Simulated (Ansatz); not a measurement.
**C3H8GaNO: where a starting geometry ends**

The starting geometry of this gas-phase singlet was optimised with GFN2-xTB.

| atom | x (Å) | y (Å) | z (Å) |
| --- | --- | --- | --- |
| C | -0.3322 | 2.1565 | 2.3178 |
| C | -0.9910 | 1.6540 | 1.1583 |
| C | 1.4193 | -0.9886 | -1.4001 |
| Ga | -1.4361 | 0.2321 | -1.6073 |
| N | -1.5457 | 1.2579 | 0.2358 |
| O | 0.1459 | -0.4044 | -1.4313 |
| H | 0.6892 | 1.7762 | 2.3436 |
| H | -0.3117 | 3.2458 | 2.2825 |
| H | -0.8630 | 1.8312 | 3.2126 |
| H | -2.5743 | -0.7760 | -1.3971 |
| H | -1.5340 | 1.4598 | -2.5293 |
| H | 1.9170 | -0.7575 | -0.4513 |
| H | 1.3458 | -2.0755 | -1.4969 |
| H | 2.0365 | -0.6056 | -2.2181 |

Q: Where would you expect an optimisation with PBE0-D3(BJ)/def2-SVP to take it?

A: It keeps its bonds.

The energy falls by 0.54 eV over 30 steps:

| step | E − E(last) (eV) |
| --- | --- |
| 1 | 0.538 |
| 4 | 0.332 |
| 7 | 0.254 |
| 11 | 0.043 |
| 14 | 0.016 |
| 17 | 0.006 |
| 20 | 0.003 |
| 24 | 0.001 |
| 27 | 0.000 |
| 30 | 0.000 |

Final geometry (Å):

```xyz
14

C    -0.3517    2.1597    2.4377
C    -0.7750    1.5874    1.1777
C     1.2328   -0.9187   -1.4241
Ga   -1.2861    0.2622   -1.8247
N    -1.1070    1.1330    0.1723
O     0.5051    0.0708   -2.0594
H     0.7133    1.9418    2.6021
H    -0.4969    3.2493    2.4197
H    -0.9393    1.7302    3.2614
H    -2.0583   -1.0573   -1.4444
H    -1.8703    1.4936   -2.5950
H     1.5040   -0.6521   -0.3775
H     0.7087   -1.8971   -1.3699
H     2.1867   -1.0969   -1.9566
```

The end wasn't checked by frequencies. Run with Ansatz 0.2.0, 91 s on 4 threads of Arm Neoverse V1, with other jobs on the host.
